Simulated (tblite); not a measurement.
Species: C₅H₃O₂S (doublet state).
Bonds: O1–C2, C2–O3 (double), C2–C4, C4–C5 (aromatic), C5–C6 (aromatic), C6–S7 (aromatic), S7–C8 (aromatic), C4–C8 (aromatic). Hydrogens: H9 on C5; H10 on C6; H11 on C8.

Computed geometry: GFN2-xTB, gas phase. This method treats the open shell by occupation alone, without spin polarisation.

Q: What internal coordinates does the optimisation give?

A: 
```csv
bond,length (bohr),order
"O1–C2, C2=O3",2.275,single/double
C2–C4,3.072,single
C4–C5,2.670,aromatic
C5–C6,2.561,aromatic
C6–S7,3.259,aromatic
S7–C8,3.239,aromatic
C4–C8,2.559,aromatic
C5–H9,2.028,single
C6–H10,2.025,single
C8–H11,2.023,single
```

Bonds in one row agree within 0.02 bohr and their mean is given. Orders are formal, as drawn. A selection of angles:
```csv
angle,degrees
O1–C2–O3,141.4
O1–C2–C4,109.3
C2–C4–C5,122.1
C2–C4–C8,122.5
C5–C4–C8,115.4
C4–C5–C6,110.5
C4–C5–H9,123.5
C6–C5–H9,126.0
C5–C6–S7,112.4
C5–C6–H10,128.1
S7–C6–H10,119.5
C6–S7–C8,91.7
S7–C8–H11,121.4
C4–C8–S7,110.0
C4–C8–H11,128.6
```

Torsions: O1–C2–C4–C5 180° (antiperiplanar).

C8 (carbon bonded to C, S and H) is planar (angles 128.6°, 121.4° and 110.0°, sum 360.0°, 0.00 Å off the plane of its three neighbours). C6 (carbon bonded to C, S and H) is planar (angles 128.1°, 119.5° and 112.4°, sum 360.0°, 0.00 Å off the plane of its three neighbours). The 5-membered ring C4–C5–C6–S7–C8 has internal angles of 91.7° to 115.4° (sum 540°, against 540° for a flat polygon); it is planar, 0.00 Å rms from its mean plane, widest ring torsion 0°. The 8 heavy atoms lie in one plane (0.000 Å rms). The 4 C–C bonds span 1.354 Å (C4–C8, aromatic) to 1.626 Å (C2–C4, drawn single), a spread of 0.272 Å. C4 (carbon bonded to 3 C) is planar (angles 122.5°, 122.1° and 115.4°, sum 360.0°, 0.00 Å off the plane of its three neighbours). C5 (carbon bonded to 2 C and H) is planar (angles 126.0°, 123.5° and 110.5°, sum 360.0°, 0.00 Å off the plane of its three neighbours).

Point group: Cs (every atom within 0.08 Å of its image). GFN2-xTB frequencies show an imaginary mode (24i cm⁻¹), so the point is no minimum at that level.
